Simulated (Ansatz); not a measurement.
Ideal-gas functions of C$_{2}$H$_{3}$ClOZn, SMILES `Cl[CH]1C[O][Zn]1` at 500 K and 1 bar, from an Ansatz frequency run at PBE0-D4/def2-TZVP.

Molar mass 143.89 g/mol, point group C1 (symmetry number 1), electronic degeneracy 1, moments of inertia 93.799, 304.779, 380.707 u Å². Harmonic wavenumbers (cm⁻¹, unscaled): 103, 187, 314, 374, 446, 588, 808, 896, 945, 1035, 1063, 1206, 1257, 1325, 1484, 2968, 3030, 3134.

Use S(trans) = R[1.5 ln M + 2.5 ln T − 1.1517]; rotational temperatures θ = 24.2544 K / I; S(rot) = R[ln(√π/σ · √(T³/θAθBθC)) + 1.5]; for each mode x = 1.438777 ν̃/T, S = R[x/(eˣ − 1) − ln(1 − e⁻ˣ)] and H = RT x/(eˣ − 1); 1 cm⁻¹ = 0.0119627 kJ/mol; R = 8.31446 J/(mol·K).

Problem. By hand: the entropy, in J/(mol·K).

Solution. Translation 181.6. Rotation: θ = 0.2586, 0.0796, 0.0637 K, giving 122.3. Vibration, mode by mode: 18.46, 13.57, 9.43, 8.09, 6.79, 4.87, 2.95, 2.42, 2.16, 1.76, 1.65, 1.19, 1.06, 0.90, 0.62, 0.02, 0.01, 0.01, in all 76.0. Electronic 0.0. Sum 379.9 J/(mol·K).

Problem. By hand: H − E and G − E in kJ/mol, counted from the electronic energy.

Solution. Zero-point energy ½ × 21163 × 0.0119627 = 126.6; thermal vibration 20.7; translation, rotation and pV give 4 RT = 16.6. H − E = 163.9 kJ/mol, and G − E = 163.9 − 500 × 379.9/1000 = -26.0 kJ/mol.

Vibration gives 20 % of the entropy, 18.5 J/(mol·K) of it from the mode under 150 cm⁻¹: soft modes count most, and the harmonic formula is weakest for them. The sum counts one conformer and one mirror image; others add a mixing term.
